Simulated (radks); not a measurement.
Effect of the nuclear size on the silicon ion Si+, [Ne] 3s2 3p1. Method: Dirac Kohn-Sham, relativistic LDA (MacDonald-Vosko exchange, VWN5 correlation), spin-unpolarised, spherical densities, finite nucleus; open shells are shared between the two j in proportion to 2j + 1; Fermi nuclear charge, rms radius 3.1224 fm; computed with a radial shooting solver on a logarithmic mesh with Libxc functionals. The rms radius is varied about that value; shifts are against it.

rms radius (fm)  total energy shift (eV)  density at nucleus (e/bohr^3)  1s1/2 shift (meV)  2s1/2 shift (meV)
2.7602                          -0.00114                           1892             -0.476             -0.030
2.9007                         -0.000717                           1891             -0.298             -0.019
3.1224                                 0                           1889              0.000              0.000
3.394                           0.000949                           1887              0.395              0.025
3.7                              0.00211                           1885              0.879              0.056

Slopes of the eigenvalues against <r^2> in GHz/fm^2, as finite differences over the two radii next to the reference (eigenvalue slopes, not the field-shift constants of lines): 1s1/2 54.0, 2s1/2 3.43.
